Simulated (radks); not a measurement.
The numbers below are computed, except where a source is named.
Q: Coherent X-ray form factor from a spherical all-electron density. Code: a radial shooting solver on a logarithmic mesh with Libxc functionals. Model: scalar-relativistic Kohn-Sham, PBE, spin-unpolarised, spherical densities, point nucleus.

sin(theta)/lambda (1/angstrom),f0 (electrons)
0.05,35.526
0.1,34.204
0.15,32.293
0.2,30.105
0.25,27.908
0.3,25.871
0.4,22.490
0.5,19.871
0.6,17.669
0.8,13.859
1,10.805
1.25,8.236
1.5,6.768
2,5.313

The species is in the configuration that NIST lists as its ground one. Which atom or ion scatters so?

A: The strontium ion Sr2+, [Kr]. Extrapolating in s^2 from the first two rows gives f0(0) = 36.0, near the electron count 36; among species with that count, the fall with angle is slower the higher Z, and the table is that of Z = 38; from so few rows the species is fixed only to a neighbour or two.
